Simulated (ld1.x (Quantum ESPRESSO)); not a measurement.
# u(r) = r·R(r): atom against pseudo-atom (Ag)

Columns: radius, all-electron u(r) and pseudo u(r) of the 4d shell (level -7.66 eV) of silver in the configuration [Kr] 4d10 5s1 5p0; LDA (PZ), scalar-relativistic, TM semilocal scheme, ld1.x (Quantum ESPRESSO) 7.5.

```csv
r (bohr),all-electron,pseudo
0.132,0.3196,-0.0118
0.265,0.4195,-0.0864
0.398,0.0997,-0.2458
0.530,-0.2937,-0.4557
0.663,-0.6016,-0.6579
0.795,-0.7873,-0.8017
0.928,-0.8737,-0.8759
1.060,-0.8907,-0.8908
1.193,-0.8657,-0.8657
1.325,-0.8178,-0.8178
1.458,-0.7585,-0.7585
1.590,-0.6961,-0.6961
1.723,-0.6337,-0.6337
1.855,-0.5746,-0.5746
1.988,-0.5190,-0.5190
2.120,-0.4683,-0.4683
2.252,-0.4220,-0.4220
2.385,-0.3798,-0.3798
2.518,-0.3416,-0.3416
2.650,-0.3074,-0.3074
2.782,-0.2767,-0.2767
2.915,-0.2488,-0.2488
3.048,-0.2238,-0.2238
3.180,-0.2015,-0.2015
3.312,-0.1815,-0.1815
3.445,-0.1633,-0.1633
```

Question: How many radial nodes do the two functions have?

Answer: The all-electron 4d function has n − l − 1 = 1; the pseudo-wave has 0, since the states of the same l below it are removed with the core.

Question: At about which radius was the pseudo-wave matched?

Answer: 1.20 bohr. The columns agree to 0.0005 from 1.06 bohr on; several derivatives are matched, so the curves merge somewhat inside the radius.

Question: Where does each function peak?

Answer: Outermost all-electron maximum near 1.06 bohr, pseudo maximum near 1.06 bohr (to the table’s step).

Question: Is the pseudo-wave norm-conserving?

Answer: Yes: the TM semilocal scheme keeps the norm inside the radius equal to the all-electron one, which fixes the energy derivative of the logarithmic derivative at the level.
